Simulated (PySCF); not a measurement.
## Computed vibrations of [NdH3(NH3)]−

[NdH3(NH3)]− (singlet in the valence; each metal's 4f electrons, 4 of them, lie in its core potential, out of spins and levels). PySCF 2.14.0, RKS PBE0, Nd lcecp-0-SVP with ECP50, H def2-SVP, N def2-SVP; non-relativistic Hamiltonian with scalar-relativistic core potentials where named; density fitting; no spin-orbit coupling. Central differences of gradients.

```xyz
8

Nd    0.1714   -0.1714    0.1714
H     1.1633    1.7854    1.1633
H    -1.7854   -1.1633    1.1633
H     1.1633   -1.1633   -1.7854
N    -1.4237    1.4237   -1.4237
H    -2.0221    2.0221   -0.8570
H    -0.8570    2.0221   -2.0221
H    -2.0221    0.8570   -2.0221
```

Run from Python with OMP_NUM_THREADS=2. Where DIIS fails, smearing, a level shift and second-order steps follow.
It took 39 s on 2 threads of Intel(R) Xeon(R) 6975P-C (Granite Rapids), on a shared host.

Problem. What are the harmonic wavenumbers and infrared intensities?

Solution. Modes are labelled in C3v; negative numbers are unstable modes, those under 60 cm⁻¹ near the noise; a finer grid moves soft modes by up to 10 cm⁻¹.
```
cm⁻¹  km/mol  symmetry
-101       –         e
-101       –         e
  48     0.0        a2
 191   359.9        a1
 279   966.4        a1
 362   101.7         e
 362   101.7         e
 424   216.3         e
 424   216.3         e
 884  1175.3         e
 884  1175.3         e
 979    12.8        a1
1033   155.2        a1
1621    20.7         e
1621    20.7         e
3512     2.1        a1
3658    15.1         e
3658    15.1         e
```

Problem. Is this a minimum?

Solution. No: 2 unstable; the lowest moves the atoms so:
```
Nd  -0.01  0.00  0.00
H   -0.04  0.08 -0.12
H    0.40 -0.41  0.38
H   -0.28  0.34 -0.32
N    0.02  0.00 -0.01
H   -0.02  0.16 -0.22
H    0.28 -0.15  0.08
H    0.08  0.06 -0.13
```

An lcecp potential fixes the number of 4f electrons, so in runs with it no electron can move into or out of that shell; real Nd(II) is rare or takes another configuration.
